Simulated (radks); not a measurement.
Values are calculated unless marked as measured or tabulated.
Initial-state core-level shifts of the dysprosium ion Dy+ when its valence configuration changes from [Xe] 4f10 6s1. Level of theory: Dirac Kohn-Sham, LDA (Slater exchange, Perdew-Wang correlation), spin-unpolarised, spherical densities, finite nucleus; open shells fill j = l - 1/2 first; Fermi nuclear charge, rms radius 5.2218 fm (a radial shooting solver on a logarithmic mesh with Libxc functionals). Shifts are changes of the shell-averaged eigenvalues in eV (positive: less bound); the change of the density at the nucleus, which sets a Mossbauer isomer shift, is in e/bohr^3, on a base of 7.373e+05.

| valence | 1s | 2p | 3s | 4p | density at nucleus |
|---|---|---|---|---|---|
| 4f10 6p1 | -1.152 | -1.141 | -1.126 | -1.139 | -35.74 |
| 4f8 5d2 6s1 | -13.550 | -14.524 | -16.596 | -15.351 | +75.42 |
| 4f11 | +6.018 | +6.360 | +6.896 | +6.762 | -57.99 |
| 4f9.5 5d0.5 6s1 | -3.019 | -3.220 | -3.638 | -3.446 | +16.18 |
| 4f8 5d1 6s2 | -16.082 | -17.168 | -19.185 | -17.943 | +132.42 |
| 4f10 6s0.5 6p0.5 | -0.582 | -0.576 | -0.569 | -0.575 | -17.62 |
| 4f9 5d1 6s1 | -6.309 | -6.741 | -7.646 | -7.186 | +34.32 |
| 4f10 5d1 | +1.641 | +1.707 | +1.655 | +1.694 | -38.48 |
| 4f9 6s2 | -8.611 | -9.141 | -9.985 | -9.548 | +86.24 |
